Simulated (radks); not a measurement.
The numbers below are computed, except where a source is named.
Question: B I, 5 electrons, occupied as [He] 2s2 5d1 (not the ground configuration). Code: a radial shooting solver on a logarithmic mesh with Libxc functionals. Model: non-relativistic Kohn-Sham, PBEsol, spin-polarised, spherical densities, point nucleus; open shells are filled with parallel spins first. Some entries of the table are withheld. Estimate them.

orbital  occ.  eigenvalue (eV)  r(max) (bohr)  <1/r> (bohr^-1)
1s down     1        -191.1850         0.2113            4.641
1s up       1        -191.1831         0.2113            4.641
2s up       1              (1)          1.454           0.7992
2s down     1              (2)          1.453           0.8006
5d up       1          -0.4435          33.20          0.04928

Answer: 
(1) 2s up eigenvalue (eV): -18.0868
(2) 2s down eigenvalue (eV): -18.0626
